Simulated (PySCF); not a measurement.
Geometry:
```tsv
atom	x (Å)	y (Å)	z (Å)
C1	-2.808	-0.306	-0.691
C2	-1.506	-0.143	-0.993
C3	-0.564	0.056	0.142
C4	0.846	0.235	-0.134
C5	1.575	0.249	-1.300
C6	2.932	0.467	-0.925
C7	2.927	0.571	0.436
O8	1.679	0.434	0.916
C9	-1.117	0.054	1.385
Si10	-2.951	-0.210	1.176
H11	-3.568	-0.457	-1.460
H12	-1.122	-0.150	-2.019
H13	1.187	0.115	-2.307
H14	3.799	0.537	-1.579
H15	3.709	0.738	1.172
H16	-0.507	0.193	2.278
H17	-3.795	0.928	1.656
H18	-3.472	-1.464	1.805
```

- coordinates at the PBE0-D3(BJ)/def2-SVP level
- GIAO B3LYP/pcSseg-1 shieldings
- run in PySCF 2.14.0 with density-fitted response routines
- gas phase, non-relativistic Hamiltonian, rapidly exchanging positions averaged, a single conformation

Scale: TMS for ¹³C (179.24 ppm), ¹H (31.38 ppm), ²⁹Si (337.86 ppm); ¹⁷O (334.04 ppm) against H2O (reference shieldings calculated alike).

| atoms | nucleus | count | δ (ppm) |
| --- | --- | --- | --- |
| Si10 | ²⁹Si | 1 | -39.9 |
| C6 | ¹³C | 1 | 117.7 |
| H15 | ¹H | 1 | 7.35 |
| C9 | ¹³C | 1 | 118.4 |
| C2 | ¹³C | 1 | ? |
| H17/H18 | ¹H | 2 | 4.72 |
| H14 | ¹H | 1 | 6.50 |
| H12 | ¹H | 1 | 7.40 |
| C7 | ¹³C | 1 | ? |
| C4 | ¹³C | 1 | 158.6 |
| H11 | ¹H | 1 | 6.33 |
| O8 | ¹⁷O | 1 | 302.2 |
| H16 | ¹H | 1 | ? |
| H13 | ¹H | 1 | 6.56 |
| C3 | ¹³C | 1 | ? |
| C1 | ¹³C | 1 | 135.7 |
| C5 | ¹³C | 1 | ? |

**Question.** Complete the table.

**Answer.** 
- C2: 156.3 ppm, alkene CH; as expected for a trigonal carbon in a double bond
- C3: 155.9 ppm, fully substituted alkene carbon; an sp2 carbon of a C=C bond
- C7: 148.0 ppm, aromatic CH next to the ring oxygen
- C5: 113.7 ppm, aromatic CH
- H16: 6.33 ppm, hydrogen on an alkene CH; a vinylic proton, deshielded by the sp2 carbon and the C=C anisotropy

Shifts are as computed. Against solution values, carbons near 30 ppm lie about +2 ppm off and those near 130 ppm about +6 ppm. Of 1309 compounds with measured shifts, 239 miss one by over three times the rms of a fit or turn the order of signals round; such compounds aren't used in these exercises. Unscaled 17O shifts of doubly bonded oxygen tend to come out too high, by tens of ppm or more. Experimental scales use liquid or dissolved standards, which lie at an offset from isolated H2O (liquid H2O: subtract about 36 ppm).
